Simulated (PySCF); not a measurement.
Compound: C₆H₈O.
SMILES with atom numbers: `[CH2:1]=[C:2]([C:3]#[C:4][CH3:5])[CH2:6][OH:7]` (hydrogens: H8, H9 on C1; H10, H11, H12 on C5; H13, H14 on C6; H15 on O7)

Cartesian coordinates in Å at the GFN2-xTB level; atoms count from 1:
```
atom  x, y, z in Å
C1    -1.5444   -1.2031    0.8860
C2    -0.8704   -0.1778    0.3716
C3     0.5424   -0.1755    0.2699
C4     1.7396   -0.1509    0.1569
C5     3.1789   -0.1355    0.0344
C6    -1.5410    1.0714   -0.1587
O7    -2.9335    0.9678   -0.3042
H8    -2.6179   -1.1793    0.9693
H9    -1.0420   -2.0807    1.2537
H10    3.4964    0.7326   -0.5431
H11    3.5202   -1.0403   -0.4687
H12    3.6357   -0.0896    1.0230
H13   -1.3757    1.8929    0.5466
H14   -1.0665    1.3511   -1.1136
H15   -3.1264    0.2250   -0.8876
```

The closed-shell SCF was solved with PySCF and density fitting under several settings on one GFN2-xTB geometry (grid level 2 and gas phase unless stated).

```csv
settings,basis functions,SCF cycles,E (Eh),HOMO (eV),LUMO (eV),dipole (D)
PBE0/pcSseg-1,159,14,-308.1852,-6.78,-0.56,2.14
PBE0/def2-SVPD,207,14,-308.0143,-6.80,-0.63,2.15
"PBE0/def2-SVPD, start guess atom, energy threshold 1e-08 Eh",207,10,-308.0143,-6.80,-0.63,2.15
```

Task: Estimate the row for these settings: mPW1PW91/IGLO-II.

Result: 
```
        settings  basis functions  SCF cycles     E (Eh)  HOMO (eV)  LUMO (eV)  dipole (D)
mPW1PW91/IGLO-II              202          14  -308.5925      -6.77      -0.56        2.12
```

Task: Over all rows, what range does the HOMO–LUMO gap span?

Result: From 6.17 eV to 6.22 eV.

Task: Compare two rows with the functional PBE0: PBE0/pcSseg-1 and PBE0/def2-SVPD. Which energy is lower, and by how much?

Result: PBE0/pcSseg-1 (159 functions) lies 0.1709 Eh or 107 kcal/mol below PBE0/def2-SVPD (207 functions). The smaller set gives the lower energy; the two sets aren't nested, so the variational bound doesn't order them by size.

Whole jobs, the steps after the SCF included, on an Arm Neoverse V1 with one thread, no GPU, on a shared host:

```csv
settings,work after the SCF,wall time,peak memory
PBE0/pcSseg-1,"shieldings, charges and field gradients",18 s,0.72 GiB
PBE0/def2-SVPD,"6 singlets by full TDDFT, 2 Tamm–Dancoff triplets, polarisability",28 s,0.84 GiB
"PBE0/def2-SVPD, start guess atom, energy threshold 1e-08 Eh",shieldings,25 s,0.80 GiB
mPW1PW91/IGLO-II,"12 singlets by full TDDFT, 5 Tamm–Dancoff triplets, polarisability",34 s,0.82 GiB
```

Cycle counts include a coarse-grid stage where the run had one.

One conformer stands for the species.
